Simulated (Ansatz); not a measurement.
[TcNCl4]2- (TcNCl₄²⁻). Total charge -2; singlet. Geometry relaxed at PBE0-D4/def2-SVPD.

```xyz
6

Tc    0.0571    0.1284   -0.0135
N     0.6962    1.5699   -0.1669
Cl   -1.8847    0.4758    1.4347
Cl    1.1667   -0.8241    1.9488
Cl    1.5080   -1.3249   -1.3446
Cl   -1.5432   -0.0251   -1.8585
```

In the def2 sets Tc takes a core potential; there is no spin–orbit coupling. A multiply charged anion in the gas phase is held together partly by the finite basis. Removing one electron lowers the energy by 0.78 eV at PBE0-D4/def2-TZVPD, so it isn't bound.

Task: Estimate the harmonic wavenumbers at RKS PBE0-D4/def2-SVPD (Ansatz, unscaled). Is this a minimum?

Result: 50, 137, 139, 140, 143, 237, 237, 237, 278, 322, 322, 1234 cm⁻¹. Yes, no mode is imaginary beyond noise. Zero-point energy 20.8 kJ/mol. Run time 1.9 min (4 threads of Arm Neoverse V1 on a shared host), peak host memory 0.56 GiB.
